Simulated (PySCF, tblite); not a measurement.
Isomers of C5H7F3OSi. Calculated harmonic vibrations of the isolated species, GFN2-xTB (tblite), most abundant isotopes, no scaling. This tight-binding method is rough: wavenumbers can miss measured ones by several per cent, in bad cases by 10 to 20. Modes of hydrogen on silicon can be 10 to 20 % off. One conformer each.

Electronic energies: PBE0/pcSseg-1 single points on the GFN2-xTB geometries (PySCF, gas phase).

```json
{"SMILES": "CC(=O)/C([SiH3])=C\\C(F)(F)F", "electronic energy, lowest = 0 (kcal/mol)": "22.9"}
{"SMILES": "O=C/C([SiH3])=C\\C(F)(F)CF", "electronic energy, lowest = 0 (kcal/mol)": "42.6"}
{"SMILES": "CO[Si@@H]1CC(C(F)F)=C1F", "electronic energy, lowest = 0 (kcal/mol)": "18.9"}
{"SMILES": "C[SiH2]/C(C=O)=C/C(F)(F)F", "electronic energy, lowest = 0 (kcal/mol)": "17.9"}
{"SMILES": "FC(F)(F)O[C@H]1C=CC[SiH2]1", "electronic energy, lowest = 0 (kcal/mol)": "13.0"}
{"SMILES": "O=CC/C([SiH3])=C/C(F)(F)F", "electronic energy, lowest = 0 (kcal/mol)": "28.8"}
{"SMILES": "C=C1[C@@H](O[SiH2]F)[C@H]1C(F)F", "electronic energy, lowest = 0 (kcal/mol)": "0.0"}
{"SMILES": "O=C/C([SiH3])=C\\CC(F)(F)F", "electronic energy, lowest = 0 (kcal/mol)": "22.7"}
```

Task: How do GFN2-xTB zero-point energies change the relative energies?

Result: 
| SMILES | ZPE (kcal/mol) | of it from modes above 1550 cm⁻¹ | electronic (kcal/mol) | with ZPE, lowest = 0 (kcal/mol) | lowest mode (cm⁻¹) | rings |
| --- | --- | --- | --- | --- | --- | --- |
| C=C1[C@@H](O[SiH2]F)[C@H]1C(F)F | 69.0 | 31.2 | 0.0 | 0.0 | 37 | 1 |
| FC(F)(F)O[C@H]1C=CC[SiH2]1 | 69.1 | 30.5 | 13.0 | 13.2 | 29 | 1 |
| C[SiH2]/C(C=O)=C/C(F)(F)F | 66.7 | 32.8 | 17.9 | 15.6 | 31 | 0 |
| CO[Si@@H]1CC(C(F)F)=C1F | 70.4 | 31.3 | 18.9 | 20.3 | 33 | 1 |
| O=C/C([SiH3])=C\CC(F)(F)F | 65.9 | 31.5 | 22.7 | 19.7 | 17 | 0 |
| CC(=O)/C([SiH3])=C\C(F)(F)F | 65.8 | 32.2 | 22.9 | 19.7 | 32 | 0 |
| O=CC/C([SiH3])=C/C(F)(F)F | 66.4 | 31.6 | 28.8 | 26.2 | 47 | 0 |
| O=C/C([SiH3])=C\C(F)(F)CF | 65.7 | 31.6 | 42.6 | 39.3 | 57 | 0 |

The zero-point energies span 4.7 kcal/mol, from `O=C/C([SiH3])=C\C(F)(F)CF` to `CO[Si@@H]1CC(C(F)F)=C1F`. The lowest isomer stays, but the order above it changes.

Task: And how do the electronic energies of GFN2-xTB itself compare?

Result: `C=C1[C@@H](O[SiH2]F)[C@H]1C(F)F` 0.0; `FC(F)(F)O[C@H]1C=CC[SiH2]1` 44.6; `C[SiH2]/C(C=O)=C/C(F)(F)F` 71.6; `CO[Si@@H]1CC(C(F)F)=C1F` 47.7; `O=C/C([SiH3])=C\CC(F)(F)F` 63.1; `CC(=O)/C([SiH3])=C\C(F)(F)F` 58.2; `O=CC/C([SiH3])=C/C(F)(F)F` 63.2; `O=C/C([SiH3])=C\C(F)(F)CF` 72.4 kcal/mol, lowest = 0. Against the energies above, taken from the same isomer `C=C1[C@@H](O[SiH2]F)[C@H]1C(F)F`, the largest difference is 53.7 kcal/mol.

Task: What do entropy and thermal enthalpy add at 298.15 K and 1 bar (rigid rotor, harmonic oscillator, one conformer each)?

Result: 
```
                         SMILES  point group  symmetry number  S (cal/(mol K))  H − H(0) (kcal/mol)  ZPE + H − H(0) − TS (kcal/mol)
C=C1[C@@H](O[SiH2]F)[C@H]1C(F)F           C1                1            108.3                 7.73                            44.4
     FC(F)(F)O[C@H]1C=CC[SiH2]1           C1                1            102.3                 7.10                            45.7
      C[SiH2]/C(C=O)=C/C(F)(F)F           C1                1            112.8                 8.39                            41.5
        CO[Si@@H]1CC(C(F)F)=C1F           C1                1            110.4                 8.00                            45.4
    CC(=O)/C([SiH3])=C\C(F)(F)F           C1                1            112.8                 8.41                            40.6
      O=CC/C([SiH3])=C/C(F)(F)F           C1                1            105.3                 7.74                            42.7
      O=C/C([SiH3])=C\C(F)(F)CF           C1                1            110.4                 8.27                            41.0
```

Not tabulated: `O=C/C([SiH3])=C\CC(F)(F)F` (lowest mode only 17 cm⁻¹).
